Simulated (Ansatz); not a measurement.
A nudged elastic band was laid between two geometries of ClH + FH5Si2 (10 atoms, charge 0, multiplicity 1).

The calculation used Ansatz, RKS PBE0-D4/def2-SVP.

```json
{"movable images": "5", "climbing image": "yes", "spring": "5.0 eV/Å²", "optimiser": "quadratic models (default)", "start path": "through a guess of the saddle point", "force threshold": "0.05 eV/Å", "iteration limit": "60", "end points": "relaxed"}
```

First end point:

```xyz
10
Properties=species:S:1:pos:R:3
Si -1.057 0.779 0.194
F -0.170 1.789 -0.770
H -2.338 0.518 -0.526
H -1.339 1.535 1.450
Si 0.121 -1.203 0.631
H 1.431 1.155 -1.500
Cl 2.376 0.305 -1.754
H 0.281 -2.025 -0.601
H -0.742 -1.943 1.607
H 1.437 -0.912 1.267
```

Last end point:

```xyz
10
Properties=species:S:1:pos:R:3
Si -1.072 0.600 -0.210
F 1.970 1.017 -0.172
H -2.505 0.262 -0.448
H -0.994 1.855 0.588
Si 0.153 -1.184 0.705
H 1.595 1.124 -1.019
Cl -0.295 1.052 -2.121
H 0.972 -1.811 -0.373
H -0.825 -2.197 1.213
H 1.001 -0.719 1.837
```

(1) Which bonds break or form, and what moves?

(2) What energy profile does the band end with?

(3) What is the geometry of the highest image?

(4) What are the harmonic wavenumbers there?

Results:

(1) Bonds broken: Si1–F2, H6–Cl7. Bonds formed: Si1–Cl7, F2–H6. ClH + FH5Si2 becomes ClH5Si2 + FH.

(2) The forces met the threshold. The highest image is number 3 of 0 to 6, 1.27 eV above the first end and 1.11 eV above the last; the last end lies 0.16 eV above the first. A vibrational analysis at the climbing image gives one clearly imaginary mode, 321i cm⁻¹: a first-order saddle point. The orbitals stay closed-shell, which can raise the energy where a bond breaks towards radicals; this wasn't checked here.

| image | path coordinate (Å) | energy (eV) | Si1–F2 (Å) | H6–Cl7 (Å) | Si1–Cl7 (Å) |
| --- | --- | --- | --- | --- | --- |
| 0 | 0.00 | 0.00 | 1.65 | 1.30 | 3.98 |
| 1 | 1.04 | 0.01 | 1.65 | 1.30 | 3.74 |
| 2 | 2.08 | 0.12 | 1.67 | 1.31 | 3.17 |
| 3 | 3.12 | 1.27 | 2.02 | 1.73 | 2.44 |
| 4 | 4.46 | 0.31 | 2.92 | 2.09 | 2.13 |
| 5 | 5.79 | 0.20 | 3.12 | 2.19 | 2.11 |
| 6 | 7.12 | 0.16 | 3.07 | 2.19 | 2.11 |

(3) 
```xyz
10
Properties=species:S:1:pos:R:3
Si -0.701 0.628 -0.195
F 0.747 2.018 -0.019
H -1.771 0.578 -1.231
H -1.303 1.484 0.879
Si 0.087 -1.375 0.706
H 1.213 1.635 -0.838
Cl 0.917 0.394 -2.002
H 0.027 -2.448 -0.327
H -0.716 -1.773 1.904
H 1.501 -1.140 1.124
```

(4) 321i, 53, 120, 153, 337, 358, 416, 444, 529, 593, 691, 782, 834, 886, 924, 934, 1033, 1070, 2193, 2225, 2241, 2246, 2259, 2433 cm⁻¹.

Run time: 3.8 min on 2 threads of Intel(R) Xeon(R) Platinum 8488C (Sapphire Rapids), with other jobs on the host, peak memory 0.24 GiB.
